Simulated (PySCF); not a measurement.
**Relaxation of sextet FeS₂⁻**

These are results of UPBE0/[Fe def2-SVPD, S def2-SVPD], no relativity, density fitting, PySCF, not measurements. A (50,194) grid was used.

A hand-made side-on start, of C2v symmetry, held to at least that symmetry:

Coordinates in bohr (charge -1 multiplicity 6):
```
Fe    0.0000    0.0000   -2.0134
S     1.8897    0.0000    1.7612
S    -1.8897    0.0000    1.7612
```

(1) What forces act on the atoms at the start (eV/Å)?

(2) What does it relax to?

(3) How much energy is released, and in how many steps?

Results:

(1) 
```json
{"atom": "Fe1", "Fx": "0.00", "Fy": "0.00", "Fz": "-1.04"}
{"atom": "S2", "Fx": "3.02", "Fy": "0.00", "Fz": "0.52"}
{"atom": "S3", "Fx": "-3.02", "Fy": "0.00", "Fz": "0.52"}
```

(2) It ends at C2v with Fe–S 2.306 Å (×2), S–S 2.167 Å; Fe–S–S 62.0° (×2), S–Fe–S 56.1°. A frequency run shows a minimum.

(3) 23.3 kJ/mol in 5 steps.

Other spin states or occupations of the open shell can lie lower.

The relaxation took about 110 core-seconds on a shared host.
